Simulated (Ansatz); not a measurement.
Start from `C[O][Sn]([OH])([Cl])[Cl]` and change one atom or group to get `C[O][SnH]([Cl])[Cl]`.

Ansatz, PBE0-D4/def2-TZVP geometries, multiplicity 1. Each molecule was computed in one conformer, which needn't be the lowest.

Elements past krypton have def2 core potentials.

```json
{"property": "HOMO energy (ωB97M-V/def2-TZVPP) / eV", "`C[O][Sn]([OH])([Cl])[Cl]`": "-11.02"}
{"property": "HOMO energy (B3LYP/def2-TZVPP) / eV", "`C[O][Sn]([OH])([Cl])[Cl]`": "-8.36"}
{"property": "HOMO–LUMO gap (ωB97M-V/def2-TZVPP) / eV", "`C[O][Sn]([OH])([Cl])[Cl]`": "10.72"}
{"property": "size of the dipole moment (ωB97M-V/def2-TZVPP) / D", "`C[O][Sn]([OH])([Cl])[Cl]`": "2.11"}
{"property": "HOMO–LUMO gap (PBE0/def2-TZVPP) / eV", "`C[O][Sn]([OH])([Cl])[Cl]`": "6.26"}
{"property": "HOMO–LUMO gap (PBE/def2-TZVPP) / eV", "`C[O][Sn]([OH])([Cl])[Cl]`": "3.69"}
```

Give the same properties after the change, and the shifts. (Best estimate.)

Computed: 
```json
{"property": "HOMO energy (ωB97M-V/def2-TZVPP) / eV", "`C[O][SnH]([Cl])[Cl]`": "-10.79", "shift": "0.23"}
{"property": "HOMO energy (B3LYP/def2-TZVPP) / eV", "`C[O][SnH]([Cl])[Cl]`": "-8.14", "shift": "0.22"}
{"property": "HOMO–LUMO gap (ωB97M-V/def2-TZVPP) / eV", "`C[O][SnH]([Cl])[Cl]`": "11.07", "shift": "0.35"}
{"property": "size of the dipole moment (ωB97M-V/def2-TZVPP) / D", "`C[O][SnH]([Cl])[Cl]`": "1.17", "shift": "-0.94"}
{"property": "HOMO–LUMO gap (PBE0/def2-TZVPP) / eV", "`C[O][SnH]([Cl])[Cl]`": "6.64", "shift": "0.38"}
{"property": "HOMO–LUMO gap (PBE/def2-TZVPP) / eV", "`C[O][SnH]([Cl])[Cl]`": "4.12", "shift": "0.43"}
```

With PBE0 the HOMO rises by 0.22 eV and the LUMO rises by 0.60 eV, so the gap widens by about 0.38 eV. PBE moves the HOMO by 0.17 eV and ωB97M-V by 0.23 eV. Dipoles are sizes alone; their direction can turn.

B3LYP here is the variant with VWN-RPA as its local correlation; programs differ in this.
